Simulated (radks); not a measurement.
Values are calculated unless marked as measured or tabulated.
Spherical quantum dot in the effective-mass picture: electrons in a parabolic well V = omega^2 r^2 / 2 with omega = 0.641, all in effective atomic units (hartree* = m*/eps^2 hartree, bohr* = eps/m* bohr), one dielectric constant everywhere. Level of theory: non-relativistic Kohn-Sham, LDA (Slater exchange, Perdew-Wang correlation), spin-polarised, spherical densities (a radial shooting solver with Libxc functionals). Levels are named by radial order and angular momentum (1s, 1p, 1d, 2s, ...), and open shells are averaged over m. Results are scaled to m* = 0.033 and eps = 9.9, for which hartree* = 9.162 meV and bohr* = 15.88 nm.

N = 8, configuration 1s2 1p6. This is the lowest configuration that the search found. Occupied and some empty levels:

| level | occupation | eigenvalue (meV) | <r> (nm) |
|---|---|---|---|
| 1s | 2 | 37.745 | 29.84 |
| 1p | 6 | 41.094 | 37.09 |
| 1d | 0 | 44.928 | 42.46 |
| 2s | 0 | 45.871 | 37.43 |
| 1f | 0 | 49.131 | 46.92 |

Energy (meV): total 211.109, kinetic 34.380, external 82.500, Hartree 118.30, exchange-correlation -24.069.
